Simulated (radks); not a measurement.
All-electron atom: the sulfur ion S3+ in [Ne] 3s2 3p1. Calculated with a radial shooting solver on a logarithmic mesh with Libxc functionals: Dirac Kohn-Sham, PBEsol, spin-unpolarised, spherical densities, point nucleus; open shells are shared between the two j in proportion to 2j + 1.

Unscreened Slater integrals over Kohn-Sham orbitals (eV). Large and small components are both included.

| integral | value |
|---|---|
| F0(3p3/2,3p3/2) | 14.740 |
| F2(3p3/2,3p3/2) | 7.5547 |
| F0(3p3/2,3p1/2) | 14.762 |
| G2(3p3/2,3p1/2) | 7.5640 |
| F0(3p3/2,3s1/2) | 15.370 |
| G1(3p3/2,3s1/2) | 10.304 |
| F0(3p3/2,2p3/2) | 19.901 |
| F2(3p3/2,2p3/2) | 3.6608 |
| G0(3p3/2,2p3/2) | 1.5113 |
| G2(3p3/2,2p3/2) | 1.5127 |
| F0(3p1/2,3p1/2) | 14.784 |
| F0(3p1/2,3s1/2) | 15.395 |
| G1(3p1/2,3s1/2) | 10.326 |
| F0(3p1/2,2p3/2) | 19.954 |
| G2(3p1/2,2p3/2) | 1.5114 |
| F0(3s1/2,3s1/2) | 16.099 |
| F0(3s1/2,2p3/2) | 21.274 |
| G1(3s1/2,2p3/2) | 1.6988 |
| F0(2p3/2,2p3/2) | 56.523 |
| F2(2p3/2,2p3/2) | 26.159 |
